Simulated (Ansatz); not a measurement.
Abridged output of a molecular run in Ansatz:

```
Functional definition: HF
  name "HF"
  cite "Fock, Z. Phys. 61, 126 (1930) doi:10.1007/BF01340294"
  parent pbe
  exchange = exact_x
  correlation = 0
1468 factors; integrals over basis functions are off by at most 1.0e-3 eV
mean field evaluation 1: about -88731.1862 eV, gradient 2.9e1 eV
mean field evaluation 2: about -88731.2285 eV, gradient 2.9e1 eV
mean field evaluation 4: about -88733.4022 eV, gradient 2.5e0 eV
mean field evaluation 8: about -88733.4296 eV, gradient 1.7e-1 eV
mean field -88733.42971359 eV, -3260.8933962956 hartree, gradient 1.6e-6 eV, S^2 0.000000; 0 other end points of the search recorded, 0 dependent functions left out
19 core orbitals not correlated: weight in the atoms' cores, before any rotation towards them, 1.000 or more for the frozen orbitals, at most 0.000 for the correlated occupied ones
reference -88733.42971359 eV, -3260.8933962956 hartree; 22, 22 occupied and 172, 172 virtual orbitals, 1468 factors
second order -24.99374807 eV of doubles, -0.00000000 eV of singles
cycle   1  -25.07798706 eV  change   -8.4e-2 eV  update   1.0e-1
cycle   2  -25.62584520 eV  change   -5.5e-1 eV  update   2.7e-2
cycle   3  -25.71553438 eV  change   -9.0e-2 eV  update   1.5e-2
cycle   4  -25.70001995 eV  change    1.6e-2 eV  update   4.1e-3
cycle   5  -25.69853877 eV  change    1.5e-3 eV  update   1.7e-3
cycle   6  -25.69892597 eV  change   -3.9e-4 eV  update   4.1e-4
cycle   7  -25.69871783 eV  change    2.1e-4 eV  update   1.3e-4
cycle   8  -25.69871829 eV  change   -4.6e-7 eV  update   4.7e-5
perturbative correction -0.93706706 eV, -0.0344365793 hartree
Total energy: -88760.06549894 eV, -3261.8722433529 hartree
```

Its atoms:

Z-matrix (Å, degrees):
```
C
In 1 2.128
H 1 1.089 2 109.4
H 1 1.089 2 109.2 3 121.2
H 1 1.090 2 108.5 3 -119.5
Cl 2 2.326 1 123.2 3 -155.2
Br 2 2.462 1 124.9 3 25.1
```

Task: Which basis set was used?
A. cc-pV(Q+d)Z
B. def2-SVPD
C. def2-TZVPP
D. def2-QZVPP

Result: C. It gives 213 functions.

Task: Write the keys of the input that set method, charge and spin (a neutral closed shell needs none for the last two).

Result: 
```yaml
correlation: {method: ccsd_t}
```
